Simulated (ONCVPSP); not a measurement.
**Which change was made? (Ag, ONCV)**

```
Element                 : silver
Generator               : ONCVPSP 4.0.1
Type                    : optimised norm-conserving Vanderbilt (ONCV)
Functional              : PBE
Relativity              : scalar-relativistic
Frozen core             : [Ar] 3d10
Valence charge          : 19
Reference configuration : 4s2 4p6 4d10 5s0.5 5p0.5
Partial waves           : 4s+5s: rc 1.80 bohr, ncon 3, nbas 6, qcut 7.2 1/bohr, 2 projectors; 4p+5p: rc 1.35 bohr, ncon 4, nbas 8, qcut 12.6 1/bohr, 3 projectors, debl 1.6 Ha; 4d: rc 1.30 bohr, ncon 3, nbas 7, qcut 7.1 1/bohr, local
Local potential         : the d channel
Core correction         : none
```

Cutoffs, loose and tight: the cutoffs (Ha) at which the residual kinetic energy of the hardest occupied pseudo-wave falls to 1 and 0.1 mHa per electron. They do not see the model core or the augmentation charge, which bear on the density cutoff. Test errors are all-electron minus pseudo excitation energies from the reference, over the configurations 4s2 4p6 4d10 5s1 5p0; 4s2 4p6 4d10 5s0 5p0; 4s2 4p6 4d9 5s0 5p0; 4s2 4p6 4d9 5s1 5p1; variants that change the core or the reference have their own tests. The largest error is taken over the tests solved by every variant that gives reliable tests at all, those not shown here included: 4s2 4p6 4d10 5s0 5p0; 4s2 4p6 4d10 5s1 5p0; 4s2 4p6 4d9 5s1 5p1.

The base gives: outcome: generated; cutoff, loose: 44 Ha; cutoff, tight: 113 Ha; bound ghosts: none; GHOST(+) flags above zero: none; largest test error (meV): -4.7.

After one change the result is: outcome: generated; cutoff, loose: 68 Ha; cutoff, tight: 143 Ha; bound ghosts: none; GHOST(+) flags above zero: none; largest test error (meV): -3.0. Which change was it?
A. all radii scaled by about 1.24 (s 2.24, p 1.68, d 1.62 bohr)
B. all radii scaled by about 0.79 (s 1.42, p 1.06, d 1.02 bohr)
C. all radii scaled by about 0.89 (s 1.60, p 1.20, d 1.16 bohr)

C. The others give: all radii scaled by about 0.79 (s 1.42, p 1.06, d 1.02 bohr) → outcome: generated; cutoff, loose: 88 Ha; cutoff, tight: 185 Ha; bound ghosts: none; GHOST(+) flags above zero: none; largest test error (meV): -1.2 | all radii scaled by about 1.24 (s 2.24, p 1.68, d 1.62 bohr) → outcome: generated; cutoff, loose: 23 Ha; cutoff, tight: 48 Ha; bound ghosts: none; GHOST(+) flags above zero: none; largest test error (meV): -7.7.
